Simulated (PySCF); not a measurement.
Changes within a family of molecules, several properties at once.

PySCF, wB97X-D/def2-SVPD, density fitting, gas phase; each molecule at its own PBE0-D3(BJ)/def2-SVP geometry, one conformer. Singlet excitations by full TDDFT with frozen cores and triplets by Tamm–Dancoff TDDFT. 

Reference: `C=[CH][Ga]([Cl])[Cl]`, with HOMO energy -10.67 eV, LUMO energy -0.27 eV, lowest singlet excitation 5.77 eV, lowest triplet excitation 4.18 eV, mean polarisability 78.1 au and dipole moment 3.13 D.

Changes against it:

```tsv
molecule	Δ HOMO energy (eV)	Δ LUMO energy (eV)	Δ lowest singlet excitation (eV)	Δ lowest triplet excitation (eV)	Δ mean polarisability (au)	Δ dipole moment (D)
C[O][Ga]([Cl])[Cl]	+0.14	+0.15	+0.02	+1.31	-9.1	-1.58
CC[O][Ga]([Cl])[Cl]	+0.17	+0.22	+0.07	+1.37	+2.7	-1.32
C[CH2][Ga]([Cl])[Cl]	+0.35	+0.60	+0.20	+1.48	+1.0	+0.08
```

Rows whose labels were lost:

```json
{"row": "P", "Δ HOMO energy (eV)": "+0.47", "Δ LUMO energy (eV)": "+0.64", "Δ lowest singlet excitation (eV)": "+0.18", "Δ lowest triplet excitation (eV)": "+1.46", "Δ mean polarisability (au)": "+24.1", "Δ dipole moment (D)": "+0.51"}
{"row": "Q", "Δ HOMO energy (eV)": "+1.06", "Δ LUMO energy (eV)": "+0.22", "Δ lowest singlet excitation (eV)": "-0.74", "Δ lowest triplet excitation (eV)": "+0.53", "Δ mean polarisability (au)": "+9.3", "Δ dipole moment (D)": "-0.70"}
```

Which row belongs to which of `CC(C)[CH2][Ga]([Cl])[Cl]` and `C[S][Ga]([Cl])[Cl]`?

P = `CC(C)[CH2][Ga]([Cl])[Cl]` and Q = `C[S][Ga]([Cl])[Cl]`. P and Q are told apart most clearly by the mean polarisability (+24.1 against +9.3 au).

Which row has the smallest HOMO–LUMO gap and which the largest, and does the HOMO or the LUMO shift more there?

Smallest, counted from the reference: Q, -0.84 eV (HOMO +1.06, LUMO +0.22), the larger shift being that of the HOMO. Largest: `C[CH2][Ga]([Cl])[Cl]`, +0.25 eV (HOMO +0.35, LUMO +0.60), the larger shift being that of the LUMO.
